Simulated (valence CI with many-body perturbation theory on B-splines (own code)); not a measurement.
**F2+: calculation against measured levels**

Method: valence CI with perturbative core correlation (CI+MBPT): five valence electrons over a frozen Dirac-Fock core [He], radial functions for each j: 11 s, 11 p, 10 d, 8 f, 5 g, 2 h, with the one-electron correlation potential Σ1, the two-electron term Σ2, the three-electron term Σ3, Breit, model QED; selected CI, second order for the rest, scaled by the run's own slope (own B-spline code, finite nucleus).

Against 58 measured levels this calculation errs by 183 cm⁻¹ on average and by 984 at most. These come from a selection out of Moore, Atomic Energy Levels, vol. I, NSRDS-NBS 35 (1971 reprint of NBS Circular 467, 1949), an old analysis. Levels without a partner in it may be off by more. Among the levels kept, up to 5300 cm⁻¹ of a level comes from second order outside the variational space, and about a tenth of that is noise between levels of different J, which matters for small intervals. 2 measured levels below the end of the list, from 431057 cm⁻¹ on, found no clear computed partner.

Measured levels: Moore, Atomic Energy Levels, vol. I, NSRDS-NBS 35 (1971 reprint of NBS Circular 467, 1949). Pairs share parity and J, and are chosen by configuration, term and nearness in energy; levels without a clear partner are left out. Some J values that the scan of the source had lost were assigned by a fit. The analysis is old, and some levels have since been revised. Energies in cm⁻¹ above the measured ground level.

Letters in brackets count levels of one name in rising energy.

| Computed label | Label in the source | Measured | Computed | Difference |
| --- | --- | --- | --- | --- |
| 2s²2p³ ⁴S°_3/2 | 2s2 2p3 4S° | 0 | 0.0 | 0 |
| 2s2p⁴ ⁴P_5/2 | 2s 2p4 4P | 151897.9 | 152004.9 | +107 |
| 2s2p⁴ ⁴P_3/2 | 2s 2p4 4P | 152235.3 | 152404.0 | +169 |
| 2s2p⁴ ⁴P_1/2 | 2s 2p4 4P | 152410 | 152579.7 | +170 |
| 2s2p⁴ ²D_5/2 | 2s 2p4 2D | 210240 | 210627.0 | +387 |
| 2s2p⁴ ²D_3/2 | 2s 2p4 2D | 210256 | 210779.0 | +523 |
| 2s2p⁴ ²S_1/2 | 2s 2p4 2S | 248260 | 248954.0 | +694 |
| 2s2p⁴ ²P_3/2 | 2s 2p4 2P | 266559 | 267240.1 | +681 |
| 2s2p⁴ ²P_1/2 | 2s 2p4 2P | 266943 | 267667.5 | +725 |
| 2s²2p²3s ⁴P_1/2 | 2s2 2p2(3P) 3s 4P | 316707.3 | 316736.3 | +29 |
| 2s²2p²3s ⁴P_3/2 | 2s2 2p2(3P) 3s 4P | 316918.6 | 316925.3 | +7 |
| 2s²2p²3s ⁴P_5/2 | 2s2 2p2(3P) 3s 4P | 317237.5 | 317204.8 | -33 |
| 2s²2p²3s ²P_1/2 | 2s2 2p2(3P) 3s 2P | 324489.9 | 324602.3 | +112 |
| 2s²2p²3s ²P_3/2 | 2s2 2p2(3P) 3s 2P | 324874.4 | 324944.5 | +70 |
| 2s²2p²3s ²D_5/2 | 2s2 2p2(1D) 3s 2D | 344016.2 | 344159.3 | +143 |
| 2s²2p²3s ²D_3/2 | 2s2 2p2(1D) 3s 2D | 344019.5 | 344194.8 | +175 |
| 2s²2p²3p ²S°_1/2 | 2s2 2p2(3P) 3p 2S° | 344438.4 | 344430.4 | -8 |
| 2s²2p²3p ⁴D°_1/2 | 2s2 2p2(3P) 3p 4D° | 348700.5 | 348704.8 | +4 |
| 2s²2p²3p ⁴D°_3/2 | 2s2 2p2(3P) 3p 4D° | 348815.4 | 348815.1 | 0 |
| 2s²2p²3p ⁴D°_5/2 | 2s2 2p2(3P) 3p 4D° | 349005.1 | 348994.5 | -11 |
| 2s²2p²3p ⁴D°_7/2 | 2s2 2p2(3P) 3p 4D° | 349264 | 349234.7 | -29 |
| 2s²2p²3p ⁴P°_3/2 | 2s2 2p2(3P) 3p 4P° | 351328.4 | 351306.9 | -22 |
| 2s²2p²3p ⁴P°_5/2 | 2s2 2p2(3P) 3p 4P° | 351517.1 | 351496.4 | -21 |
| 2s²2p²3p ²D°_3/2 [a] | 2s2 2p2(3P) 3p 2D° | 355979.6 | 356014.2 | +35 |
| 2s²2p²3p ²D°_5/2 [a] | 2s2 2p2(3P) 3p 2D° | 356370 | 356424.4 | +54 |
| 2s²2p²3p ⁴S°_3/2 | 2s2 2p2(3P) 3p 4S° | 357477 | 357426.3 | -51 |
| 2s²2p²3s ²S_1/2 | 2s2 2p2 3s 2S | 372673 | 372988.0 | +315 |
| 2s²2p²3p ²F°_5/2 | 2s2 2p2(1D) 3p 2F° | 376806.2 | 376986.0 | +180 |
| 2s²2p²3p ²F°_7/2 | 2s2 2p2(1D) 3p 2F° | 376871 | 376990.6 | +120 |
| 2s²2p²3p ²D°_5/2 [b] | 2s2 2p2(1D) 3p 2D° | 380242.9 | 380394.7 | +152 |
| 2s²2p²3p ²D°_3/2 [b] | 2s2 2p2(1D) 3p 2D° | 380299.1 | 380474.5 | +175 |
| 2s²2p²3d ⁴F_3/2 | 2s2 2p2(3P) 3d 4F | 387257.3 | 387439.5 | +182 |
| 2s²2p²3d ⁴F_5/2 | 2s2 2p2(3P) 3d 4F | 387366.2 | 387541.9 | +176 |
| 2s²2p²3d ⁴F_7/2 | 2s2 2p2(3P) 3d 4F | 387521.8 | 387728.7 | +207 |
| 2s²2p²3d ⁴F_9/2 | 2s2 2p2(3P) 3d 4F | 387725.5 | 387803.6 | +78 |
| 2s²2p²3d ²P_3/2 [a] | 2s2 2p2(3P) 3d 2P | 389523.5 | 389681.5 | +158 |
| 2s²2p²3d ²P_1/2 [a] | 2s2 2p2(3P) 3d 2P | 389735.7 | 389893.8 | +158 |
| 2s²2p²3d ⁴D_5/2 | 2s2 2p2(3P) 3d 4D | 390075.7 | 390218.0 | +142 |
| 2s²2p²3d ⁴D_3/2 | 2s2 2p2(3P) 3d 4D | 390078.3 | 390225.7 | +147 |
| 2s²2p²3d ⁴D_1/2 | 2s2 2p2(3P) 3d 4D | 390118.4 | 390264.8 | +146 |
| 2s²2p²3d ⁴D_7/2 | 2s2 2p2(3P) 3d 4D | 390208.4 | 390383.9 | +175 |
| 2s²2p²3d ⁴P_5/2 | 2s2 2p2(3P) 3d 4P | 390832.3 | 390971.1 | +139 |
| 2s²2p²3d ⁴P_3/2 | 2s2 2p2(3P) 3d 4P | 390974 | 391117.6 | +144 |
| 2s²2p²3d ⁴P_1/2 | 2s2 2p2(3P) 3d 4P | 391045.2 | 391165.5 | +120 |
| 2s²2p²3d ²F_5/2 [a] | 2s2 2p2(3P) 3d 2F | 391255.6 | 391463.0 | +207 |
| 2s²2p²3d ²F_7/2 [a] | 2s2 2p2(3P) 3d 2F | 391625.5 | 391862.7 | +237 |
| 2s²2p²3d ²D_3/2 [a] | 2s2 2p2(3P) 3d 2D | 395266.1 | 395475.7 | +210 |
| 2s²2p²3d ²D_5/2 [a] | 2s2 2p2(3P) 3d 2D | 395384.1 | 395575.5 | +191 |
| 2p⁵ ²P°_3/2 | 2p5 2P° | 401203 | 400906.6 | -296 |
| 2p⁵ ²P°_1/2 | 2p5 2P° | 401721 | 401846.6 | +126 |
| 2s²2p²4p ⁴D°_1/2 | 2s2 2p2(3P) 4p 4D° | 426426 | 426474.3 | +48 |
| 2s²2p²4p ⁴D°_3/2 | 2s2 2p2(3P) 4p 4D° | 426556.4 | 426595.8 | +39 |
| 2s²2p²4p ⁴D°_5/2 | 2s2 2p2(3P) 4p 4D° | 426730.7 | 426780.2 | +50 |
| 2s²2p²4p ⁴D°_7/2 | 2s2 2p2(3P) 4p 4D° | 426987.5 | 426996.1 | +9 |
| 2s²2p²4p ⁴P°_1/2 | 2s2 2p2(3P) 4p 4P° | 427456.7 | 427482.5 | +26 |
| 2s²2p²4p ⁴P°_3/2 | 2s2 2p2(3P) 4p 4P° | 427542.4 | 427567.4 | +25 |
| 2s²2p²4p ⁴P°_5/2 | 2s2 2p2(3P) 4p 4P° | 427729.3 | 427766.4 | +37 |
| 2s²2p²4p ²D°_3/2 | 2s2 2p2(3P) 4p 2D° | 429105.3 | 430088.9 | +984 |
| 2s²2p²4p ²D°_5/2 | 2s2 2p2(3P) 4p 2D° | 429500.6 | 430465.6 | +965 |

Over 58 excited levels the mean absolute difference is 183 cm⁻¹, the median 143 and the largest 984. The comparison draws on a selection of the measured levels: 59 of the 91 computed ones have a partner in it, and others may be off by more.

These 2 measured levels below the end of the computed list are not counted above. Beside each stands the unpaired computed level of its name, or else the nearest of its J and parity; the gap is either an error of the method or a doubtful assignment.

| Label in the source | J | Measured | Unpaired level | Computed |
| --- | --- | --- | --- | --- |
| 2s2 2p2(3P) 4p 2P° | 1/2 | 431057 | 2s²2p²4p ²S°_1/2 | 425441 |
| 2s2 2p2(3P) 4p 2P° | 3/2 | 431224 | 2s²2p²4p ⁴S°_3/2 | 431537 |
